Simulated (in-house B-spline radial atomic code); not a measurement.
Multiplet parameters of the 2p2 shell in Ne V (Ne4+) ([He] 2s2 2p2). Computed with a B-spline radial code for spherical atoms: non-relativistic Hartree-Fock, average of configuration, point nucleus.

Slater integrals: F^2 = 133959 cm⁻¹. Central-field spin-orbit parameter ζ(2p) = 904.2 cm⁻¹ (bare central field on non-relativistic orbitals, without two-electron terms: too large for light atoms, too small for heavy ones).

With F₂ = F^2/25 = 5358 cm⁻¹:

(1) Where do the terms lie in LS coupling, without spin-orbit interaction?

(2) Is LS coupling a fair picture here?

Results:

(1) In cm⁻¹ above the Hund's-rule term:
| term | expression | energy |
| --- | --- | --- |
| 3P | 0 F₂ | 0 |
| 1D | 6 F₂ | 32150 |
| 1S | 15 F₂ | 80375 |

(2) Unscaled Hartree-Fock integrals overestimate measured term splittings, because correlation screens the repulsion; fits to spectra scale them down, most for low charges. Here ζ is 0.17 times F₂, so LS coupling is a fair start, though levels of equal J in close terms still mix.
